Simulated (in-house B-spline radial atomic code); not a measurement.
**RPA and G0W0 on BLYP: Cd⁷⁺**

Configuration [Kr] 4d5, highest spin, mean-field start BLYP. Computed with a B-spline radial code for spherical atoms: all electrons, scalar-relativistic (spin-free one-electron X2C), finite nucleus, each spin shell either full or empty, empty states to l = 9 with an (l + 1/2)⁻⁴ tail; G0W0 by contour deformation at full frequency.

Command:
```bash
python run_gw.py task.json out
```
Settings (radii: box in bohr, nucleus in fm):
```
Z                        48
electrons                41
configuration            [Kr] 4d5
hamiltonian              x2c
method                   b88,lyp
lmax                     9
rms_radius               4.6087
spin_polarised           True
box_radius               8.41
intervals                66
```

Run time, properties included: 7.7 s on 1 thread of AMD EPYC 7R43 64-Core Processor (shared host).

Energies (hartree):

```json
{"term": "mean-field total", "value": "-5580.23489"}
{"term": "Hartree-Fock functional on these orbitals", "value": "-5577.80936"}
{"term": "direct second order", "value": "-3.5567"}
{"term": "second-order exchange", "value": "1.0207"}
{"term": "SOSEX correction", "value": "0.96154"}
```

(1) What is the RPA correlation energy, and what remains with SOSEX?

Quasi-particle levels (eV):

```tsv
level	occupied	mean field	Σx - vxc	Σc	QP weight	G0W0
4d up	yes	-120.88	-11.00	?	?	?
4p down	yes	-176.18	-11.19	-0.33	0.955	-187.70
4d down	no	-115.71	12.90	-4.06	0.965	-106.87
```

G0W0 = mean field + (Σx - vxc) + Σc, with Σc (partial-wave tail included) taken at the quasi-particle energy. Only the outer levels were computed. Levels of low weight are left out.

(2) Where does G0W0 put 4d up?

Results:

(1) RPA gives -3.1938 hartree (-2.12 eV per electron); RPA + SOSEX gives -2.2323, and the second-order doubles -2.536 hartree (no singles). RPA lacks exchange-type terms and so overcorrelates at short range.

(2) At -131.92 eV, with Σc = -0.04 eV and a quasi-particle weight of 0.965. The tabulated removal energy is 130.1 ± 2.1 eV (NIST, tabulated theory); the calculation leaves out spin-orbit coupling, Breit and QED terms, and what these don't explain is the method's own error.
